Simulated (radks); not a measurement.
Trend from Zr4+ to Cd4+: ionisation energy by Delta-SCF between NIST ground configurations, and size. All-electron calculation, scalar-relativistic Kohn-Sham, LDA (Slater exchange, Perdew-Wang correlation), spin-unpolarised, spherical densities, point nucleus. Program: a radial shooting solver on a logarithmic mesh with Libxc functionals.

species	configuration	configuration of the ion	IE (eV)	NIST (eV)	kind	outermost	<r> outermost (bohr)	r at 0.001 e/bohr^3 (bohr)
Zr4+	[Kr]	[Ar] 3d10 4s2 4p5	81.098	80.35	semi-emp.	4p	1.31	2.89
Nb4+	[Kr] 4d1	[Kr]	50.459	50.573	exp.	4d	1.61	3.00
Mo4+	[Kr] 4d2	[Kr] 4d1	53.652	54.42	semi-emp.	4d	1.52	3.03
Tc4+	[Kr] 4d3	[Kr] 4d2	56.758	57	theory	4d	1.44	3.03
Ru4+	[Kr] 4d4	[Kr] 4d3	59.800	59	theory	4d	1.37	3.01
Rh4+	[Kr] 4d5	[Kr] 4d4	62.790	63	theory	4d	1.31	2.97
Pd4+	[Kr] 4d6	[Kr] 4d5	65.739	61	theory	4d	1.25	2.94
Ag4+	[Kr] 4d7	[Kr] 4d6	68.653	65	theory	4d	1.20	2.90
Cd4+	[Kr] 4d8	[Kr] 4d7	71.539	68	theory	4d	1.15	2.85

Reference values: NIST Atomic Spectra Database (exp. = measured, semi-emp. = semi-empirical, theory = theoretical value adopted there). Spin polarisation and multiplet splitting are left out, so open shells lie too high by an amount that depends on their filling.

Beside tabulated values, note that spin-unpolarised runs miss the spin-polarisation part of the exchange energy of open shells.
